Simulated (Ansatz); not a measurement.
Computed with Ansatz on PBE0-D4/def2-TZVP structures; ΔE is electronic, products minus reactants. CBS: MP2 limit from def2 TZ/QZ plus the TZ coupled-cluster correction, frozen cores. This one scheme is used for every species, atoms too. DFT in def2-TZVPP. B3LYP here is the variant with VWN-RPA as its local correlation; programs differ in this. No spin–orbit coupling; open shells (•) take unrestricted orbitals. Spin–orbit coupling would lower the free atoms: a little for B, Cl, O, Si. One conformer a species, not always the lowest.

Consider the atomization: `[SiH3][SiH2]OBCl` → B• + Cl• + 6 H• + O• + 2 Si•.

```csv
level,ΔE (kcal/mol),difference from CCSD(T)/CBS
PBE-D4,892.5,0.9
PBE0-D4,884.8,-6.8
B3LYP-D4,890.0,-1.6
ωB97X-V,897.8,6.2
B2PLYP,880.5,-11.1
PBE,886.3,-5.3
r2SCAN,894.2,2.6
PBE0,879.5,-12.1
B3LYP,880.1,-11.5
HF/def2-TZVPP,682.7,-208.9
MP2/def2-TZVPP,878.9,-12.7
CCSD/def2-TZVPP,858.1,-33.5
CCSD(T)/def2-TZVPP,868.8,-22.8
MP2/def2-QZVPP,892.6,1.0
HF/CBS(def2),684.6,-207.0
CCSD/CBS(def2),881.0,-10.6
CCSD(T)/CBS,891.6,0
```

Largest T1 diagnostic among the species: 0.014.

From PBE to PBE0 (25 % exact exchange), in def2-TZVPP and without D4, ΔE moves by −6.8 kcal/mol: exact exchange takes away binding that semilocal exchange gives to molecules. In def2-TZVPP, CCSD(T) changes the Hartree–Fock value by +186.0 kcal/mol (the triples alone add +10.6 kcal/mol) and MP2 by +196.2 kcal/mol; breaking electron pairs costs correlation energy, which Hartree–Fock lacks. The D4 term adds +10.0 kcal/mol with B3LYP and +5.3 kcal/mol with PBE0; it sums over pairs of atoms, weighted by their polarisabilities, and B3LYP, whose exchange is more repulsive, gets the larger term.

For atomizations the MP2-based limit and the directly extrapolated one differ by several kJ/mol either way, and by 10 to 25 for some Ge, Se and Sn compounds, so smaller differences from it don't rank the levels.
